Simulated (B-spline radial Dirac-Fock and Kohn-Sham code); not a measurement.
Z = 22 (titanium), transition energy 169 keV. Calculated with a radial finite-basis atomic code, using a Dirac-Hartree-Slater potential of the neutral atom with a Latter tail (no hole, which puts coefficients of high multipoles low close above an edge), finite nucleus with surface currents. Subshells that would emit electrons below 1 keV are left out.

Task: A pure transition shows α(K) = 1.70, L1/L2 = 5.31 and L1/L3 = 4.60. What is its multipolarity?
A. E2
B. M4
C. M1
D. M2
E. E4
F. M3
G. E1
H. E3

Result: E. For comparison, α(K), L1/L2, L1/L3 are E1 0.00510, 87.5, 48.2; E2 0.0404, 30.3, 21.5; E3 0.268, 11.3, 9.21; M1 0.00449, 57.1, 109; M2 0.0304, 28.7, 48.9; M3 0.200, 17.3, 17.7; M4 1.32, 11.7, 8.43.
